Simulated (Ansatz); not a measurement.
CH7ClSi3. Charge 0, multiplicity 1. The bonds changed during the relaxation, so this is another structure than the one it started from. Geometry: relaxed with PBE0-D4/def2-TZVP.

```xyz
12

Si    1.542    0.450    0.317
C    -0.237    0.662   -0.251
Si   -0.998   -0.944   -0.871
Si   -1.336    1.415    1.069
Cl   -1.163   -0.059    2.555
H     1.939    1.585    1.197
H     2.446    0.448   -0.865
H     1.708   -0.816    1.068
H    -0.246    1.379   -1.082
H    -0.659   -1.139   -2.305
H    -0.512   -2.098   -0.078
H    -2.484   -0.882   -0.754
```

(1) What is the dipole moment at PBE/def2-TZVPP? (Best estimate.)

(2) And with r2SCAN, B3LYP, ωB97M-V? (An estimate is asked.)

(3) Give the Mulliken charges with PBE, B3LYP, r2SCAN in def2-TZVPP. (An estimate is asked.)

## Answers

(1) The calculation gave: 1.57 D, with components (0.39, 0.47, -1.44) D in this frame, pointing from negative to positive charge.

(2) Computed: r2SCAN 1.65 D, B3LYP 1.67 D, ωB97M-V 1.70 D.

(3) Ansatz gave: 
```csv
atom,PBE,B3LYP,r2SCAN
Si1,0.15,0.22,0.25
C2,-0.18,-0.23,-0.29
Si3,0.15,0.22,0.25
Si4,0.21,0.26,0.29
Cl5,-0.21,-0.25,-0.25
H6,-0.04,-0.06,-0.06
H7,-0.05,-0.06,-0.06
H8,-0.03,-0.04,-0.04
H9,0.12,0.11,0.11
H10,-0.05,-0.06,-0.06
H11,-0.03,-0.04,-0.04
H12,-0.04,-0.06,-0.06
```

B3LYP here is the variant with VWN-RPA as its local correlation; programs differ in this.
